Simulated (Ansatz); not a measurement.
Reaction (ligand exchange at the Si–N bond): `C[N]([GeH3])[SiH2]F` + `N[SiH2]S` → `N[SiH2]S[SiH2]F` + `C[NH][GeH3]`

Gas-phase electronic energies from Ansatz, PBE0-D4/def2-TZVP geometries. CCSD(T)/CBS is the MP2 limit (def2-TZVPP, def2-QZVPP) plus CCSD(T) − MP2 in def2-TZVPP, frozen cores. For Ge outer-core shells are correlated without core-valence functions, which leaves a few kJ/mol of doubt a bond. Scalar relativity is left out up to krypton. Each species was taken in one conformer, which may not be the lowest.

`C[N]([GeH3])[SiH2]F`:

Cartesian coordinates in Å:
```
C 0.672 1.152 -0.755
N -0.044 0.135 0.005
Ge -0.701 -1.276 -0.993
Si -0.021 0.157 1.703
F 1.330 -0.437 2.335
H 0.068 1.516 -1.594
H 1.621 0.781 -1.159
H 0.899 2.015 -0.122
H -1.654 -0.692 -2.052
H -1.428 -2.228 -0.038
H 0.463 -1.990 -1.705
H -0.084 1.562 2.170
H -1.122 -0.695 2.206
```

`N[SiH2]S`:

Cartesian coordinates in Å:
```
N 0.758 0.746 -0.957
Si 0.027 -0.462 0.001
S -1.547 0.346 1.223
H 0.491 0.862 -1.920
H 1.121 1.596 -0.561
H 0.987 -1.091 0.943
H -0.488 -1.472 -0.957
H -1.349 -0.523 2.228
```

`N[SiH2]S[SiH2]F`:

```xyz
11

N     1.160   -1.552   -0.737
Si    1.250   -0.262    0.376
S    -0.485    0.081    1.627
Si   -1.668    1.088    0.204
F    -1.330    2.649    0.154
H     1.101   -2.504   -0.412
H     0.661   -1.433   -1.604
H     2.317   -0.552    1.359
H     1.497    0.973   -0.404
H    -1.416    0.561   -1.159
H    -3.088    0.952    0.596
```

`C[NH][GeH3]`:

Z-matrix (Å, degrees):
```
C
N 1 1.450
H 1 1.100 2 114.8
H 1 1.094 2 110.2 3 121.9
H 1 1.094 2 109.5 3 -120.8
Ge 2 1.838 1 118.0 3 67.0
H 2 1.010 1 111.6 3 -66.0
H 6 1.549 2 113.3 1 -56.3
H 6 1.536 2 107.2 1 -177.3
H 6 1.537 2 107.0 1 63.0
```

```csv
species,CCSD/CBS(def2) energy (Eh)
`C[N]([GeH3])[SiH2]F`,-2562.60111
`N[SiH2]S`,-744.59767
`N[SiH2]S[SiH2]F`,-1134.15526
`C[NH][GeH3]`,-2173.03947
```

(1) Work out ΔE.

Largest T1 diagnostic among the species: 0.012.

Answers

(1) ΔE = (-1134.15526) + (-2173.03947) − (-2562.60111) − (-744.59767) = 0.00405 Eh = +0.11 eV. CCSD(T)/CBS gives +0.10 eV.
